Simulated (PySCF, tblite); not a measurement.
Species: C₆H₁₁FSi.
SMILES: `CCC1=CC[SiH2][C@@H]1F`

Jobs on this species (19 atoms, 70 electrons) with PySCF (density fitting) and tblite. Hardware of each: one thread of an Arm Neoverse V1, shared host. Other jobs ran on the host; a repeat could differ by tens of per cent or more.

```
level and settings                                                             work  basis functions  SCF cycles  wall time
          GFN2-xTB                                    Hessian by finite differences                –           –     0.74 s
     PBE0/pcSseg-1  shieldings, ring-centre shieldings, charges and field gradients              198           ?          ?
          GFN2-xTB                                                L-BFGS relaxation                –           –     0.87 s
```

Q: Fill in the missing figures.

A: 
- PBE0/pcSseg-1; shieldings, ring-centre shieldings, charges and field gradients: 40 s, 14 SCF cycles

Q: What do all jobs in the table cost together?

A: About 42 s; the longest takes about 96 % of that, and about 54 times as long as the shortest.

***

C4H7NOSi.
SMILES: `O=CC#CCN[SiH3]`

Jobs on this species (14 atoms, 60 electrons) with PySCF (density fitting) and tblite. Hardware of each: Arm Neoverse N1, one thread, no GPU, on a shared host. Other jobs ran on the host; a repeat could differ by tens of per cent or more.

```tsv
level and settings	work	basis functions	SCF cycles	wall time
GFN2-xTB	L-BFGS relaxation	–	–	?
B3LYP/def2-SVPD	8 singlets by full TDDFT, 3 Tamm–Dancoff triplets, polarisability	203	?	?
PBE0/pcSseg-1	shieldings, charges and field gradients, density and orbital grids written	161	16	48 s
GFN2-xTB	Hessian by finite differences	–	–	0.61 s
```

**Question.** Fill in the missing figures.

**Answer.** 
- GFN2-xTB; L-BFGS relaxation: 1.1 s
- B3LYP/def2-SVPD; 8 singlets by full TDDFT, 3 Tamm–Dancoff triplets, polarisability: 58 s, 15 SCF cycles

**Question.** What do all jobs in the table cost together?

**Answer.** About 1.8 min; the longest takes about 54 % of that, and about 95 times as long as the shortest.
